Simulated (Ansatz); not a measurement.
The lowest singlet and triplet of CH3N (SMILES C[N]); geometries from B3LYP-D3(BJ)/def2-TZVP, each state relaxed from the structure named, with no frequency check, low spin by broken symmetry.
Singlet at the triplet's geometry (charge 0, multiplicity 1):
```xyz
5

C     -0.5371     0.0611     0.0407
N      0.8573    -0.0975    -0.0650
H     -0.8723    -0.0928     1.0776
H     -0.8418     1.0724    -0.2688
H     -1.0642    -0.6635    -0.5983
```

A positive gap puts the triplet lower; no zero-point energy. R- takes a restricted singlet, here one determinant of a half-filled degenerate or near-degenerate pair, which mixes singlet states. U- takes an unrestricted singlet (broken symmetry where lower, unprojected). The triplet is unrestricted in single-reference levels. Active spaces average the two states.

Frozen-core correlation.

Programs: Ansatz (Gaussian orbitals). Values without a source in brackets are computed.

| level | gap E(singlet) − E(triplet), vertical, at the triplet's geometry (kJ/mol) |
|---|---|
| R-SVWN5/def2-TZVPP | 176.7 |
| U-PBE/def2-TZVPP (spin-contaminated) | 46.2 |
| R-PBE0/def2-TZVPP | 204.2 |
| U-BHLYP/def2-TZVPP (spin-contaminated) | 52.4 |
| R-SCS-MP2/cc-pVQZ | 175.1 |
| R-CCSD/cc-pVDZ | 198.1 |
| SA-CASSCF(2,2)/cc-pVTZ | 161.8 |
| SC-NEVPT2 on SA-CASSCF(2,2)/cc-pVTZ | [?] |
| FIC-MRCISD+Q on SA-CASSCF(2,2)/cc-pVTZ | [?] |

Task: Complete the blanks.

Result: 
- SC-NEVPT2 on SA-CASSCF(2,2)/cc-pVTZ, gap E(singlet) − E(triplet), vertical, at the triplet's geometry (kJ/mol): 148.9
- FIC-MRCISD+Q on SA-CASSCF(2,2)/cc-pVTZ, gap E(singlet) − E(triplet), vertical, at the triplet's geometry (kJ/mol): 144.5

Doubts at one or more of the structures used: a restricted determinant that unrestricted orbitals would lower (R-SVWN5/def2-TZVPP, R-PBE0/def2-TZVPP, R-SCS-MP2/cc-pVQZ, R-CCSD/cc-pVDZ).

Ansatz is a quantum-chemistry and plane-wave program.
